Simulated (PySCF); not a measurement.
I2, SMILES II (connectivity only; charge and spin as stated), charge -1, multiplicity 2. Atoms are numbered in the order given.

```xyz
2

I      0.0000     0.0000    -1.6134
I      0.0000     0.0000     1.6134
```
Charge -1, spin multiplicity 2.

The structure is a stationary point at PBE0-D3(BJ)/def2-TZVPD. The def2 effective core potentials stand for the cores of I; spin–orbit coupling is left out.

Level of theory: PBE/def2-TZVPD (PySCF).

Gas-phase values at a fixed geometry.

total energy: -595.50718 hartree
point group: D∞h
α spin, highest occupied and lowest empty level: -0.68 and 2.85 eV
β spin, highest occupied and lowest empty level: -1.16 and 0.01 eV
dipole moment about the centre of nuclear charge: 0.00 D
mean static polarisability: 120.6 bohr³ (17.87 Å³)
polarisability, principal values: 91.0, 91.0, 179.8 bohr³
⟨S²⟩: 0.752 (pure state 0.75)
